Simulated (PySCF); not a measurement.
What binds CsF: the parts of the energy along the bond

State: ¹Σ⁺, singlet, closed shell. RHF-based CCSD(T) in PySCF 2.14 with Cs cc-pwCVDZ-X2C, F aug-cc-pVDZ-DK and Cs cc-pwCVTZ-X2C, F aug-cc-pVTZ-DK (frozen core orbitals: 24; spin-free X2C with a Gaussian nucleus). Correlation energies are extrapolated as n⁻³ (n = 2, 3), Hartree–Fock as (n+1)·exp(−9√n). CV is the change on freezing 23 orbitals instead, in Cs cc-pwCVTZ-X2C, F cc-pCVTZ-DK. All energies in eV from Cs + F.

| R (Å) | HF/CBS | CCSD corr. | (T) | CV | total |
| --- | --- | --- | --- | --- | --- |
| 2.0587 | -2.624 | -1.948 | -0.1800 | -0.0092 | -4.762 |
| 2.1522 | -2.965 | -1.910 | -0.1768 | -0.0086 | -5.061 |
| 2.2458 | -3.161 | -1.877 | -0.1737 | -0.0081 | -5.220 |
| 2.3394 | -3.251 | -1.848 | -0.1709 | -0.0077 | -5.277 |
| 2.4330 | -3.264 | -1.823 | -0.1685 | -0.0074 | -5.263 |
| 2.5499 | -3.206 | -1.798 | -0.1661 | -0.0071 | -5.177 |
| 2.6669 | -3.095 | -1.777 | -0.1643 | -0.0069 | -5.043 |

A fit to the total gives Re = 2.3635 Å, De = 5.280 eV, ωe = 348.9 cm⁻¹, Be = 0.1815 cm⁻¹ (masses 132.9054 and 18.9984 u).

Question: At R = 2.3394 Å the CCSD correlation energy is -0.326970 hartree in the smaller basis and -0.461499 in the larger. Extrapolate it.

Answer: (3³·E3 − 2³·E2)/(3³ − 2³) = -0.51814 hartree; the larger basis holds 89.1 % of it.

The T1 diagnostic is 0.016. The open-shell atoms are computed with UHF. Spin–orbit coupling, excitations beyond (T) and corrections to the Born–Oppenheimer picture are left out, and spin–orbit coupling matters for open p, d or f shells this heavy.
